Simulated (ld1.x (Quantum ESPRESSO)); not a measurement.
# Configuration tests for cadmium (TM)

```
Element                 : cadmium
Generator               : ld1.x (Quantum ESPRESSO) 7.5
Type                    : norm-conserving Troullier–Martins (Kleinman–Bylander form)
Functional              : PBE
Relativity              : fully relativistic
Frozen core             : [Ar] 3d10 4s2
Valence charge          : 18
Reference configuration : 4p6 4d10 5s2 5p0
Partial waves           : 4p (bound): rc 0.85 bohr; 4d (bound): rc 1.50 bohr; 5s (bound): rc 2.60 bohr
Local potential         : the s channel
Core correction         : a·sin(br)/r model core inside 0.55 bohr
```

Open shells are filled in proportion to 2j + 1 (rel_dist='average').

Energies are relative to the spin-unpolarised reference configuration 4p6 4d10 5s2 5p0; without spin polarisation the order of configurations can differ from experiment.

| valence configuration | charge | ΔE all-electron (eV) | error AE − PS (meV) |
| --- | --- | --- | --- |
| 4p6 4d10 5s0 5p0 | +2 | 26.401 | -35 |
| 4p6 4d9 5s0 5p0 | +3 | 64.407 | -165 |
| 4p6 4d9 5s2 5p0 | +1 | 17.975 | -88 |
| 4p5 4d10 5s2 5p0 | +1 | 74.346 | -275 |
| 4p6 4d10 5s1 5p1 | 0 | 4.659 | -640 |

(1) What are ΔE and the potential's error for 4p6 4d10 5s1.5 5p0?

(2) What are ΔE and the potential's error for 4p6 4d10 5s1 5p0?

Results:

(1) ΔE = 3.711 eV all-electron; the error (AE − PS) is -0.6 meV.

(2) ΔE = 9.273 eV all-electron; the error (AE − PS) is -4.0 meV.

These tests converged, but a pseudo level misses the all-electron one widely, so the file describes the atom poorly there or has found another state: 4p6 4d9 5s0 5p0: empty 5p by 3.0 eV.
